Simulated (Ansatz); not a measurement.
Calculated with Ansatz (gas phase, PBE0-D4/def2-TZVP geometries, no zero-point term in ΔE). CBS: MP2 limit from def2 TZ/QZ plus the TZ coupled-cluster correction, frozen cores. One conformer a species, not always the lowest.

Consider the isomerisation: `C=C[Si](O)(O)O` → `CO[SiH](O)C=O`.

```json
{"level": "CCSD(T)/def2-TZVPP", "ΔE (kJ/mol)": "245.7"}
{"level": "CCSD/CBS(def2)", "ΔE (kJ/mol)": "254.3"}
```

Question: What does CCSD(T)/CBS give? (Best estimate.)

Answer: The calculation gave: +253.2 kJ/mol. The listed levels differ from it by -7.5, 1.1 kJ/mol.

Largest T1 diagnostic among the species: 0.014.

In def2-TZVPP, CCSD(T) changes the Hartree–Fock value by +8.0 kJ/mol (the triples alone add −1.1 kJ/mol) and MP2 by +19.1 kJ/mol. The D4 term adds +4.2 kJ/mol with B3LYP and +2.2 kJ/mol with PBE0; it sums over pairs of atoms, weighted by their polarisabilities, and B3LYP, whose exchange is more repulsive, gets the larger term.

B3LYP here is the variant with VWN-RPA as its local correlation; programs differ in this.
